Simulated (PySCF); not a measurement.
Pr: ionisation energy

Pr [Xe] 4f3 6s2 (high-spin determinant) → Pr⁺ [Xe] 4f3 6s1 (high-spin determinant), as a difference of total energies. All numbers are calculated (PySCF 2.14, scalar relativity by spin-free X2C-1e, in x2c-TZVPPall (11s7p7d4f2g, 113 functions)). Correlated levels: valence: [Kr] 4d10 frozen; valence and next inner shell: [Ar] 3d10 frozen. The calculations carry no spin-orbit coupling.

| method | ionisation energy (eV) | difference from reference (eV) |
| --- | --- | --- |
| UHF | 4.439 | -1.031 |
| LDA | 5.594 | +0.124 |
| PBE | 5.391 | -0.079 |
| PBE0 | 5.298 | -0.172 |
| r2SCAN | 5.064 | -0.406 |
| MP2 (valence) | 5.310 | -0.160 |
| SCS-MP2 (valence) | 5.358 | -0.112 |
| MP2 (valence and next inner shell) | 5.348 | -0.122 |
| SCS-MP2 (valence and next inner shell) | 5.381 | -0.089 |

Reference: 5.470 eV (semi-empirical (NIST evaluation); NIST Atomic Spectra Database, ionization energies).

Errors of the correlated levels include the incompleteness of this basis and the frozen core.

The determinant of Pr and of Pr⁺ mixes LS terms, which raises its energy above the lowest term, most at the Hartree-Fock and MP2 levels.
